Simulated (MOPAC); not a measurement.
Input for MOPAC: PM6 on F2H2Sn (SMILES [F][SnH2][F]), a point of a bond scan (R = 2.308 Å).

```
PM6 1SCF PRECISE CHARGE=0 THREADS=1
F2H2Sn

Sn    -0.03835508 1    -0.28075621 1     0.01283435 1
F      1.88245047 1     0.87677785 1    -0.53071019 1
F     -1.31675176 1     1.11365743 1     0.35794881 1
H      0.25534771 1    -1.05881308 1     1.49140543 1
H     -0.54767396 1    -1.08099264 1    -1.39358741 1
```

Program output:

```
*******************************************************************************
 **                                                                           **
 **                              MOPAC v23.2.5                                **
 **                                                                           **
 *******************************************************************************
 ** MOPAC's Digital Object Identifier: https://doi.org/10.5281/zenodo.6511958 **
 **                                                                           **
 ** Please cite the open-source release paper for use of this MOPAC version:  **
 ** J. E. Moussa and J. J. P. Stewart (2026)                                  **
 ** MOPAC: An open-source semiempirical molecular orbital program             **
 ** J. Open Source Softw., 11(119), 8025, https://doi.org/10.21105/joss.08025 **
 *******************************************************************************

                              PM6 CALCULATION RESULTS

 *******************************************************************************
 *  PM6        - The PM6 Hamiltonian to be used
 *
 *
 *
 *                 CHARGE ON SYSTEM = 0
 *
 *
 *
 *  PRECISE    - TIGHTER CRITERIA TO BE USED
 *  1SCF       - DO 1 SCF AND THEN STOP
 *  THREADS=1  - MULTI-THREADING NOT USED
 *  T=         - A TIME OF 172800.0 SECONDS REQUESTED
 *  DUMP=N     - RESTART FILE WRITTEN EVERY 7200.0 SECONDS REQUESTED
 *******************************************************************************
PM6 1SCF PRECISE CHARGE=0 THREADS=1
 F2H2Sn

   ATOM   CHEMICAL          X               Y               Z
  NUMBER   SYMBOL      (ANGSTROMS)     (ANGSTROMS)     (ANGSTROMS)

     1      Sn         -0.03835508  *  -0.28075621  *   0.01283435  *
     2       F          1.88245047  *   0.87677785  *  -0.53071019  *
     3       F         -1.31675176  *   1.11365743  *   0.35794881  *
     4       H          0.25534771  *  -1.05881308  *   1.49140543  *
     5       H         -0.54767396  *  -1.08099264  *  -1.39358741  *



          CARTESIAN COORDINATES

    NO.       ATOM           X           Y           Z

     1        Sn         -0.0384     -0.2808      0.0128
     2         F          1.8825      0.8768     -0.5307
     3         F         -1.3168      1.1137      0.3579
     4         H          0.2553     -1.0588      1.4914
     5         H         -0.5477     -1.0810     -1.3936

 General Reference for PM6:
 "Optimization of Parameters for Semiempirical Methods V: Modification of NDDO Approximations
 and Application to 70 Elements", J. J. P. Stewart, J. Mol. Mod., 13, 1173-1213 (2007)
 URL: https://link.springer.com/article/10.1007/s00894-007-0233-4

           Empirical Formula: H2 Sn F2  =     5 atoms



      MOLECULAR POINT GROUP   :   Cs


      RHF CALCULATION, NO. OF DOUBLY OCCUPIED LEVELS = 10


 -------------------------------------------------------------------------------
 PM6 1SCF PRECISE CHARGE=0 THREADS=1
 F2H2Sn



     1SCF WAS SPECIFIED, SO BFGS WAS NOT USED
     SCF FIELD WAS ACHIEVED


                              PM6 CALCULATION
                                                       MOPAC v23.2.5 Linux




          FINAL HEAT OF FORMATION =        -89.72940 KCAL/MOL =    -375.42781 KJ/MOL


          COSMO AREA              =        101.91 SQUARE ANGSTROMS
          COSMO VOLUME            =         88.97 CUBIC ANGSTROMS

          IONIZATION POTENTIAL    =         11.729390 EV
          HOMO LUMO ENERGIES (EV) =        -11.729 -0.632
          NO. OF FILLED LEVELS    =         10
          MOLECULAR WEIGHT        =        158.7026         POINT GROUP:  Cs

          MOLECULAR DIMENSIONS (Angstroms)

            Atom       Atom       Distance
            F     3    F     2     3.32877
            H     4    H     5     2.99475
            H     4    F     2     2.09193


          SCF CALCULATIONS        =          1





   ATOM   CHEMICAL          X               Y               Z
  NUMBER   SYMBOL      (ANGSTROMS)     (ANGSTROMS)     (ANGSTROMS)

     1      Sn         -0.03835508  *  -0.28075621  *   0.01283435  *
     2       F          1.88245047  *   0.87677785  *  -0.53071019  *
     3       F         -1.31675176  *   1.11365743  *   0.35794881  *
     4       H          0.25534771  *  -1.05881308  *   1.49140543  *
     5       H         -0.54767396  *  -1.08099264  *  -1.39358741  *

                             CARTESIAN COORDINATES

   1   Sn       -0.038355080    -0.280756210     0.012834350
   2    F        1.882450470     0.876777850    -0.530710190
   3    F       -1.316751760     1.113657430     0.357948810
   4    H        0.255347710    -1.058813080     1.491405430
   5    H       -0.547673960    -1.080992640    -1.393587410


           Empirical Formula: H2 Sn F2  =     5 atoms



      MOLECULAR POINT GROUP   :   Cs


                  EIGENVALUES
 -38.23640 -35.76293 -17.67902 -15.06936 -14.82147 -13.72716 -13.17504 -12.86493
 -12.53165 -11.72939  -0.63166   1.01069   1.89070   3.31494


              NET ATOMIC CHARGES AND DIPOLE CONTRIBUTIONS

  ATOM NO.   TYPE          CHARGE      No. of ELECS.   s-Pop       p-Pop
    1         Sn           1.239502        2.7605     1.20015     1.56034
    2          F          -0.614205        7.6142     1.99285     5.62136
    3          F          -0.525683        7.5257     1.97372     5.55196
    4          H          -0.049807        1.0498     1.04981
    5          H          -0.049807        1.0498     1.04981
 DIPOLE           X         Y         Z       TOTAL
 POINT-CHG.    -2.387    -6.558     0.715     7.016
 HYBRID         0.139     1.103    -0.047     1.113
 SUM           -2.248    -5.455     0.668     5.938


          ATOMIC ORBITAL ELECTRON POPULATIONS

     Atom    s        px        py        pz
    1 Sn   1.20015   0.37370   0.45801   0.72863
    2  F   1.99285   1.73535   1.90908   1.97693
    3  F   1.97372   1.78933   1.78553   1.97710
    4  H   1.04981
    5  H   1.04981

 **********************
 *                    *
 * JOB ENDED NORMALLY *
 *                    *
 **********************




 == MOPAC DONE ==
```

The run finished.

Cost: roughly 0.03 core-seconds.
